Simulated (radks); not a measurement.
Q: These are the eigenvalues of the occupied orbitals of an atom or ion with whole-number occupations (hartree). All-electron calculation, Dirac Kohn-Sham, BLYP, spin-unpolarised, spherical densities, point nucleus. Program: a radial shooting solver on a logarithmic mesh with Libxc functionals.

orbital  eigenvalue
1s1/2     -2322.481
2s1/2     -395.9027
2p1/2     -377.9012
2p3/2     -336.8157
3s1/2     -90.45593
3p1/2     -82.49932
3p3/2     -73.73644
3d3/2     -60.24065
3d5/2     -58.32746
4s1/2     -18.77668
4p1/2     -15.53876
4p3/2     -13.54410
4d3/2      -8.22425
4d5/2      -7.86030
5s1/2      -3.21149
5p1/2      -2.30972
5p3/2      -2.04949
4f5/2      -1.35351
4f7/2      -1.29733

Which element is it, and in what charge state? The configuration may be excited. Open shells, if any, are shared by 2j + 1.

A: Z = 71, lutetium, charge +3: Lu3+ in [Xe] 4f14. The list shows which subshells hold electrons but not how many an open one holds; the 1s level, -2322.5 hartree, gives Z - s = 68.2 by -(Z - s)^2/2, which with screening and relativity narrows Z to a few neighbours, and the depths of the outer levels then fix element, charge and occupations together.
